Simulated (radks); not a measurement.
Q: Numerical settings for the phosphorus ion P+, [Ne] 3s2 3p2. All-electron calculation, non-relativistic Kohn-Sham, TPSS, spin-polarised, spherical densities, point nucleus; open shells are filled with parallel spins first; meta-GGA in the generalised Kohn-Sham scheme. Program: a radial shooting solver on a logarithmic mesh with Libxc functionals. The defaults (mesh step 0.008 in ln r, mesh end at 40 bohr or more with all orbitals vanishing there, Anderson mixing 0.5 over 9 steps, residual threshold near 1e-9 with the energy settled to 1e-9 hartree or 1e-11 of itself, here a cap of 92 iterations) give E = -340.904 hartree and 3p at -15.145 eV in 15 iterations. Run on one thread of a shared host, so times are rough (Arm Neoverse N1): 0.2 s of CPU time, 0.2 s wall, 15 iterations on 2476 mesh points. One setting is changed at a time: mesh step in ln r 0.02; mesh step in ln r 0.05; mesh step in ln r 0.08; mesh end (bohr) 5; mesh end (bohr) 3; residual threshold 1e-05; residual threshold 0.1; mixing 1.5; linear mixing, mixing 0.5; linear mixing, mixing 0.8; mixing history 20; iteration cap 2. Which runs fail to converge, and which converge to a wrong energy?

A: Not converged within the cap: linear mixing, mixing 0.5; linear mixing, mixing 0.8; iteration cap 2. Settings that end as converged yet miss the energy by more than 1 mhartree: mesh end (bohr) 5 (+0.021 hartree); mesh end (bohr) 3 (+0.762 hartree).
